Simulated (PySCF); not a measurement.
**Ge: excitation energy**

Ge [Ar] 3d10 4s2 4p2 (3P) → Ge [Ar] 3d10 4s2 4p1 5s1 (3P), as a difference of total energies. Calculation: PySCF 2.14, in aug-cc-pwCVDZ-PP with ECP10MDF (6s5p4d1f, 48 functions); scalar relativity through the core potential. Correlated levels: valence: 3s2 3p6 3d10 frozen. The calculations carry no spin-orbit coupling.

```json
{"method": "UHF", "excitation energy (eV)": "4.598", "error (eV)": "-0.050"}
{"method": "MP2 (valence)", "excitation energy (eV)": "4.666", "error (eV)": "+0.018"}
{"method": "SCS-MP2 (valence)", "excitation energy (eV)": "4.643", "error (eV)": "-0.005"}
{"method": "CCSD (valence)", "excitation energy (eV)": "4.666", "error (eV)": "+0.018"}
{"method": "CCSD(T) (valence)", "excitation energy (eV)": "4.665", "error (eV)": "+0.017"}
{"method": "CCSDT (valence)", "excitation energy (eV)": "4.663", "error (eV)": "+0.015"}
```

Reference: 4.648 eV (measured; NIST levels, between the centres of gravity of the two terms).

Errors of the correlated levels include the incompleteness of this basis and the frozen core.
